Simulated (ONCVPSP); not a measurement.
# Si, ONCV: configuration errors across variants

Si (Z = 14), optimised norm-conserving Vanderbilt (ONCV), made with ONCVPSP 4.0.1 (PBE, scalar-relativistic). Core [Ne], reference 3s2 3p2. Waves: 3s: rc 1.90 bohr, ncon 4, nbas 8, qcut 4.3 1/bohr, 2 projectors, debl 2.2 Ha; 3p: rc 1.90 bohr, ncon 4, nbas 7, qcut 3.7 1/bohr, local; d scattering state at 0.11 Ha: rc 2.45 bohr, ncon 4, nbas 8, qcut 4 1/bohr, 3 projectors, debl 0.7 Ha. Local part: the p channel. Core correction: polynomial model core, fcfact 0.15.

All-electron excitation energies from the reference (eV): (1) 3s2 3p1 7.740; (2) 3s2 3p0 23.733; (3) 3s1 3p0 57.704; (4) 3s1 3p2 15.171.

A true bound ghost makes a file unfit for plane-wave use even where its test errors are small: the radial tests pick states by their node count and pass the ghost by.

Errors AE − PS in meV (a dash: test not solved or not reliable):

```
     change   (1)  (2)  (3)   (4)  bound ghosts  GHOST(+) flags above zero
       base  +1.5  +12  +79  +4.5          none                       none
d: qcut 2.4  +1.5  +12  +79  +4.5             d                       none
d: qcut 3.2  +1.5  +12  +79  +4.5          none                          d
d: qcut 3.7  +1.5  +12  +79  +4.5          none                          d
d: qcut 4.3  +1.5  +12  +79  +4.5          none                       none
d: qcut 4.6  +1.5  +12  +79  +4.5          none                       none
d: qcut 5.1  +1.5  +12  +79  +4.5          none                       none
d: qcut 5.4  +1.5  +12  +79  +4.5          none                       none
  d: qcut 6  +1.5  +12  +79  +4.5          none                       none
```

Q: Give the same row for: d: qcut 2.8.

A: +1.5, +12, +79, +4.5; bound ghosts: d; GHOST(+) flags above zero: d.
